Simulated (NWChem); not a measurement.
System: C₄H₄F₂; SMILES FC1=C(F)CC1

```xyz
10

F      1.6050     0.0000     1.1240
C      0.6681     0.0000     0.1995
C     -0.6681     0.0000     0.1995
F     -1.6050     0.0000     1.1240
C     -0.7820     0.0000    -1.2940
C      0.7820     0.0000    -1.2940
H     -1.2357     0.8992    -1.7401
H     -1.2357    -0.8992    -1.7401
H      1.2357    -0.8992    -1.7401
H      1.2357     0.8992    -1.7401
```
Atoms are numbered in this order, from 1.

Level: PBE0/def2-SVP (NWChem), optimised geometry, unscaled harmonic frequencies. 

Question: List the harmonic frequencies with IR intensities, and the thermochemistry.

Answer: 
```
frequency (cm⁻¹)  IR intensity (km/mol)
----------------  ---------------------
226                                 0.0
281                                 3.2
314                                 1.7
464                                 1.7
555                                 0.0
687                                 6.3
764                                31.7
861                                 1.7
938                                 3.9
1038                                0.0
1094                                0.3
1116                               73.4
1146                                0.0
1178                               14.8
1223                               19.9
1308                               83.2
1419                              219.3
1451                               13.0
1479                                2.2
1889                              107.6
3075                               26.9
3080                               22.2
3138                                0.0
3145                               21.9
```

```
Item                                                                               Result
-----------------------------------------------------------------------  ----------------
zero-point energy                                                           45.5 kcal/mol
thermal correction to the enthalpy at 298.15 K (with zero-point energy)     49.3 kcal/mol
heat capacity Cv                                                         18.1 cal/(mol K)
entropy at 298.15 K and 1 atm (symmetry number 2)                        71.8 cal/(mol K)
dipole moment                                                                      2.05 D
```

Rigid rotor and harmonic oscillator.
